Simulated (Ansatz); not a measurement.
One geometry of H4SSiZn, several functionals.

```yaml
crystal:
  periodic: [false, false, false]
  atoms:
    - {symbol: S, position_ang: [-1.560657, -0.287915, -0.054287]}
    - {symbol: Si, position_ang: [0.265460, 0.825596, -0.038772]}
    - {symbol: Zn, position_ang: [0.667749, -3.020688, 1.321828]}
    - {symbol: H, position_ang: [-1.335794, -0.852868, -1.252796]}
    - {symbol: H, position_ang: [0.316499, 1.796246, -1.160786]}
    - {symbol: H, position_ang: [0.261222, 1.543101, 1.257991]}
    - {symbol: H, position_ang: [1.446721, -0.071472, -0.118877]}
basis:
  gaussian: {orbitals: def2-TZVPP}
hamiltonian: {xc: {name: wB97X-V}}
output: {orbitals: {seedname: orbitals}}
```

```sh
$ ansatz run in.yaml --threads 2 --pin off --events-out ev --progress --plain --max-ram 4352MiB
```

Output, abridged:

```
Functional definition: wB97X-V
1354 factors; their error is unknown
250 factors; integrals over basis functions are off by at most 3.1e-5 eV
mean field evaluation 1: about -67190.8143 eV, gradient 1.9e1 eV
mean field evaluation 2: about -67191.0431 eV, gradient 2.4e1 eV
mean field evaluation 4: about -67191.4339 eV, gradient 1.1e0 eV
mean field evaluation 8: about -67191.5056 eV, gradient 1.4e-1 eV
mean field evaluation 16: about -67191.5057 eV, gradient 3.8e-5 eV
mean field -67191.50566187 eV, -2469.2422890355 hartree, gradient 3.8e-5 eV, S^2 0.000000; 0 other end points of the search recorded, 0 dependent functions left out
reference -67191.50565972 eV, -2469.2422889565 hartree; 32, 32 occupied and 172, 172 virtual orbitals, 1354 factors
Total energy: -67191.50565972 eV, -2469.2422889565 hartree
```

Run time 19 s (2 threads of an Arm Neoverse N1 on a shared host); peak host memory 0.6 GiB.

Changing it to `hamiltonian: {xc: pbe0, dispersion: d4}` (abridged; 7 s):

```
Functional definition: PBE0
mean field -67185.11295149 eV, -2469.0073612619 hartree, gradient 6.9e-5 eV, S^2 0.000000
Total energy: -67185.26617815 eV, -2469.0129922379 hartree
```

The same input with `hamiltonian: {xc: {name: revPBE}, dispersion: d4}` (abridged; 4.7 s):

```
Functional definition: revPBE
mean field evaluation 16: about -67192.3618 eV, gradient 5.6e-5 eV
mean field -67192.36182892 eV, -2469.2737525942 hartree, gradient 5.6e-5 eV, S^2 0.000000
Total energy: -67192.80692045 eV, -2469.2901094061 hartree
```

With the line `hamiltonian: {xc: {name: BLYP}, dispersion: d4}` (abridged; 4.9 s):

```
Functional definition: BLYP
mean field evaluation 16: about -67201.3892 eV, gradient 7.0e-5 eV
mean field -67201.38922601 eV, -2469.6055033181 hartree, gradient 7.0e-5 eV, S^2 0.000000
Total energy: -67201.76150165 eV, -2469.6191841957 hartree
```

With the line `hamiltonian: {xc: lda}` (abridged; 2.6 s):

```
Functional definition: SPW92
mean field evaluation 16: about -67050.3284 eV, gradient 4.4e-5 eV
mean field -67050.32835360 eV, -2464.0541186497 hartree, gradient 4.4e-5 eV, S^2 0.000000
Total energy: -67050.32839486 eV, -2464.0541201661 hartree
```

With the line `hamiltonian: {xc: {name: r2SCAN0}, dispersion: d4}` (abridged; 13 s):

```
Functional definition: r2SCAN0
mean field evaluation 16: about -67195.8275 eV, gradient 4.3e-5 eV
mean field -67195.82753697 eV, -2469.4011150159 hartree, gradient 4.3e-5 eV, S^2 0.000000
Total energy: -67195.88011491 eV, -2469.4030472195 hartree
```
